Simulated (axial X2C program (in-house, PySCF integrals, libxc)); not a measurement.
**What spin–orbit coupling does to LiBr⁺**

All values were computed with an axial X2C code built on PySCF integrals. Spin-free means the one-electron spin-free X2C Hamiltonian; two-component (2c) means X2C with spin–orbit coupling and atomic mean-field two-electron Coulomb and Gaunt terms, so the difference of the two also holds small scalar two-electron terms. Basis: Br dyall-cv3z [8s9p6d4f1g], Li dyall-cv3z [7s8p2d] (cores contracted in-house); Gaussian nuclei, density fitting, unrestricted open shells. Masses: Br 78.918 u, Li 7.016 u.

Spin-free state: M_S = 1/2, Λ = 1 (beyond evenly filled blocks: π+α, π+β, π-α); fragments Br + Li+.

```
  level  Re (Å)  ωe (cm⁻¹)  De (eV)  μ (D)
   PBE0   2.511      306.9    0.581   8.85
     HF   2.550      292.0    0.434   9.22
    MP2   2.557      288.1    0.557    n/a
   CCSD   2.555      289.2    0.552    n/a
CCSD(T)   2.556      288.7    0.562    n/a
  TPSSh   2.518      305.4    0.533   8.88
```

Correlated methods: 7 electrons correlated (number of frozen shells: Br 3 s, 2 p, 1 d; Li 1 s), 187 virtual spin orbitals or spinors in MP2, 58 natural virtuals in coupled cluster.

Dipoles are positive if Li is the positive end and refer to the centre of mass.

Task: Within this multiplet, which Ω should lie lowest by the rule for regular and inverted multiplets?

Result: The open π shell holds three electrons, one hole, so the multiplet is inverted: Ω = Λ + 1/2 = 3/2. The PBE0 2c search agrees.

Two-component determinant lowest at the distance of the search:

Ω = 3/2 (⟨Sz⟩ = 0.50, ⟨Lz⟩ = 1.00 at HF); fragments Br + Li+.

| level | Re (Å) | ωe (cm⁻¹) | De (eV) | μ (D) |
| --- | --- | --- | --- | --- |
| PBE0 | 2.512 | 306.9 | 0.636 | 8.85 |
| HF | 2.551 | 292.1 | 0.424 | 9.22 |
| MP2 | 2.557 | 288.2 | 0.566 | n/a |
| CCSD | 2.556 | 289.4 | 0.557 | n/a |
| CCSD(T) | 2.557 | 289.0 | 0.568 | n/a |
| TPSSh | 2.519 | 305.4 | 0.637 | 8.88 |

Task: From the two tables, how do the constants change at the CCSD(T) level (2c against spin-free)?

Result: At the CCSD(T) level Re goes up by 0.001 Å and ωe increases by 0.3 cm⁻¹; De changes by 0.006 eV.

The state is one determinant whose occupation by symmetry is held fixed; it was picked as the lowest of a PBE0 search that is not exhaustive. Dissociation energies refer to the lowest single-determinant-based atoms at the same level and basis. Density functionals use the spin component along the axis (collinear). CCSD and (T) use frozen natural virtuals with an MP2 correction for the truncation; (T) itself is uncorrected, so its De runs slightly low. The functionals have no current-density term, which raises determinants with orbital currents, atoms included. The atomic limit has a lower orbital projection than the molecule and lies lower at mean-field level, so De may be about a tenth of an eV too small.
